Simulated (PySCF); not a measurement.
Al(H)(vinyl)(OMe) (C3H7AlO), SMILES C=[CH][AlH][O]C. Geometry: PBE-D3(BJ)/def2-SVP. The structure was generated by enumeration; whether it is a known compound was not checked. One conformer was computed; it need not be the lowest.

Give the equilibrium geometry at PBE-D3(BJ)/def2-SVP (PySCF confirms it by a frequency run) as Cartesian coordinates in Å, and its point group. (Estimate from the structure and the level; the computed values follow.)

One answer among several that fit: point group Cs.
```xyz
12

Al    -0.4471     0.0762     0.0000
H     -2.0477     0.0893     0.0000
C      0.5869     1.7223     0.0000
C     -0.0494     2.9167     0.0000
H      1.6935     1.7377     0.0000
H      0.4866     3.8845     0.0000
H     -1.1534     2.9921     0.0000
O      0.4018    -1.4162     0.0000
C      0.0714    -2.7771     0.0000
H      0.4973    -3.2849    -0.8955
H      0.4973    -3.2849     0.8955
H     -1.0289    -2.9664     0.0000
```
Charge 0, spin multiplicity 1.
